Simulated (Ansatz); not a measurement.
C$_{7}$H$_{10}$, SMILES `C/C=C1\C=CCC1`. The species carries charge 0 and has multiplicity 1. All single points use the PBE0-D4/def2-TZVP geometry.

```xyz
17

C    -1.341   -1.933   -1.283
C    -1.342   -0.774   -0.348
C    -0.277   -0.070    0.046
C     1.113   -0.252   -0.348
C     1.896    0.696    0.173
C     1.123    1.679    0.997
C    -0.304    1.099    1.012
H    -1.972   -1.736   -2.156
H    -0.341   -2.175   -1.645
H    -1.748   -2.829   -0.802
H    -2.313   -0.482    0.047
H     1.461   -1.050   -0.993
H     2.965    0.776    0.012
H     1.158    2.676    0.542
H     1.541    1.790    2.002
H    -0.564    0.747    2.014
H    -1.056    1.837    0.730
```

Q: What is the dipole moment at B3LYP/def2-TZVPP? (An estimate is asked.)

A: Computed: 0.36 D, with components (0.16, 0.28, 0.16) D in this frame, pointing from negative to positive charge.

Q: And with PBE, r2SCAN, ωB97M-V? (Best estimate.)

A: The calculation gave: PBE 0.34 D, r2SCAN 0.36 D, ωB97M-V 0.38 D.

Q: Give the Mulliken charges with B3LYP, r2SCAN, PBE in def2-TZVPP. (Estimate.)

A: The calculation gave: 
```
atom  B3LYP  r2SCAN    PBE
  C1  -0.22   -0.12  -0.22
  C2  -0.13   -0.10  -0.14
  C3   0.01    0.02   0.02
  C4  -0.13   -0.15  -0.12
  C5  -0.16   -0.13  -0.15
  C6  -0.08    0.02  -0.06
  C7  -0.12   -0.04  -0.10
  H8   0.08    0.05   0.09
  H9   0.07    0.03   0.07
 H10   0.08    0.05   0.09
 H11   0.09    0.06   0.07
 H12   0.11    0.08   0.08
 H13   0.11    0.09   0.10
 H14   0.07    0.03   0.07
 H15   0.07    0.03   0.06
 H16   0.08    0.04   0.07
 H17   0.07    0.04   0.07
```

B3LYP here is the variant with VWN-RPA as its local correlation; programs differ in this.
